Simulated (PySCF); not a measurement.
Geometry (Å), atoms numbered from 1 in this order:
```xyz
20

Si    0.833    1.415    0.992
H     0.261    1.594    2.364
H     2.328    1.315    1.151
C     0.464    2.891   -0.104
H     0.901    2.760   -1.106
H     0.890    3.809    0.329
H    -0.622    3.031   -0.218
N     0.110   -0.013    0.325
C    -0.282   -1.175    1.105
C    -1.120   -1.988    0.127
C    -0.361   -1.782   -1.179
C     0.079   -0.315   -1.103
H    -0.840   -0.879    2.009
H     0.588   -1.778    1.444
H    -2.131   -1.555    0.055
H    -1.221   -3.045    0.416
H     0.523   -2.439   -1.200
H    -0.956   -2.000   -2.078
H     1.059   -0.172   -1.595
H    -0.639    0.340   -1.633
```

PySCF 2.14 calculation with structure optimised with PBE0-D3(BJ)/def2-SVP and GIAO PBE0/pcSseg-1 shieldings; one conformer, non-relativistic Hamiltonian, equivalent nuclei averaged, isolated molecule.

References, each an isolated molecule treated in the same way: 13C and 1H and 29Si vs TMS; NH3 for 15N.

```tsv
atoms	nucleus	count	Hirshfeld charge	δ (ppm)
Si1	29Si	1	0.36	?
H13/H14/H19/H20	1H	4	0.03	2.93
N8	15N	1	-0.18	31.2
H5/H6/H7	1H	3	0.04	0.30
C10/C11	13C	2	-0.07	?
H2/H3	1H	2	-0.10	4.76
C4	13C	1	-0.21	?
H15/H16/H17/H18	1H	4	0.04	1.64
C9/C12	13C	2	-0.02	50.4
```

Fill in the missing shifts.

## Answers


- C10/C11: 30.2 ppm, carbon bonded to 2 C, 2 H
- C4: -4.5 ppm, carbon bonded to Si, 3 H
- Si1: -31.4 ppm, silicon bonded to C, N, 2 H

Shifts are as computed. Against solution values, carbons near 30 ppm lie about +2 ppm off and those near 130 ppm about +5 ppm. Of 1309 compounds with measured shifts, 239 miss one by over three times the rms of a fit or turn the order of signals round; such compounds aren't used in these exercises. Experimental scales use liquid or dissolved standards, which lie at an offset from isolated NH3 (liquid NH3: subtract about 20 ppm).
